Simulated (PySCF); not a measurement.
Species: C₂H₆F₃NPSi₂ (charge -1).
Numbering: `[F:1][C:2]([F:3])=[C:4]([F:5])[P-:6][N:7]([SiH3:8])[SiH3:9]` (hydrogens: H10, H11, H12 on Si8; H13, H14, H15 on Si9)

Geometry (GFN2-xTB, Å), atoms numbered from 1 in this order:
```xyz
15
C2H6F3NPSi2 angstrom
F      1.2571    1.4788   -0.6050
C      2.1277    0.5350   -0.1807
F      3.3965    1.0181   -0.3667
C      1.8550   -0.6702    0.3575
F      2.9874   -1.3751    0.6958
P      0.3899   -1.5862    0.7302
N     -0.8385   -0.4437    0.1770
Si    -1.2180   -0.6118   -1.4910
Si    -1.3410    0.6751    1.3809
H     -1.7023   -1.9783   -1.7375
H     -0.0759   -0.3485   -2.3722
H     -2.2951    0.3459   -1.7821
H     -0.2654    1.5632    1.8344
H     -2.4285    1.4739    0.7963
H     -1.8532   -0.0684    2.5413
```

Computed at PBE0/pcSseg-1 (PySCF, non-relativistic), with Q(14N) = 0.02044 b: N7, 14N (I = 1): χzz = -3.309 MHz, η = 0.307.

(1) Find the zero-field quadrupole resonance frequencies of 14N at N7.

Answers

(1) From ν± = (3/4)|χ|(1 ± η/3) and ν0 = |χ|η/2: ν+ 2.736 MHz, ν− 2.228 MHz, ν0 0.508 MHz (nitrogen bridging silicon atoms).

In a crystal, neighbours and librations shift these lines. One conformer (not necessarily the lowest) at the GFN2-xTB geometry, without solvent, vibrations or thermal averaging. The pcSseg-1 basis has no diffuse functions, a weakness for an anion. GFN2-xTB bond lengths can be off by several hundredths of an ångström, more for odd bonds, and the gradients follow them. With a basis this small, the couplings can be 20 % off.
